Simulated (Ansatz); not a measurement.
`C#C[SiH2]C#C` + H₂ → `C#C[SiH3]` + acetylene at 600 K and 1 bar (hydrogenolysis of the Si–C bond).

Isolated molecules relaxed with PBE0-D4/def2-TZVP in Ansatz; ΔE leaves out vibrations. CCSD(T)/CBS is the MP2 limit (def2-TZVPP, def2-QZVPP) plus CCSD(T) − MP2 in def2-TZVPP, frozen cores. This one scheme is used for every species.

```
       species  CCSD(T)/CBS energy (Eh)  H − E (kJ/mol)  S (J/(mol·K))
`C#C[SiH2]C#C`               -443.57893           203.0          409.4
            H₂                 -1.17544            43.9          150.8
   `C#C[SiH3]`               -367.52081           155.9          329.9
         `C#C`                -77.22717            96.2          235.4
```

H − E and S are ideal-gas, rigid-rotor, harmonic terms from PBE0-D4/def2-TZVP. The MP2-based limit puts H₂ 0.8 mEh under its directly extrapolated value; such offsets cancel only in part. 1 Eh = 2625.50 kJ/mol, R = 8.31446 J/(mol·K).

Question: By hand: ΔE, ΔH, ΔS and ΔG.

Answer: ΔE = (-367.52081) + (-77.22717) − (-443.57893) − (-1.17544) = 0.00639 Eh = 16.8 kJ/mol. Δ(H − E) = 155.9 + 96.2 − 203.0 − 43.9 = 5.2, so ΔH = 22.0 kJ/mol. ΔS = 329.9 + 235.4 − 409.4 − 150.8 = 5.1 J/(mol·K). ΔG = 22.0 − 600 × (5.1)/1000 = 18.9 kJ/mol.

Question: By hand: the equilibrium constant, and the temperature at which ΔG would vanish if ΔH and ΔS stayed fixed.

Answer: log₁₀ K = −ΔG/(RT ln 10) = -1.6. ΔG = 0 at ΔH/ΔS = 4314 K, far beyond where these terms or the molecules hold.

The number of gas molecules stays the same, so ΔS is small and ΔH decides. A doubt of 5 kJ/mol in ΔE shifts log₁₀ K by 0.4 here. These are equilibria of isolated gas molecules and say nothing of rates. Largest T1 diagnostic: 0.013 (customary marks: 0.02 for closed shells, 0.045 for open ones).
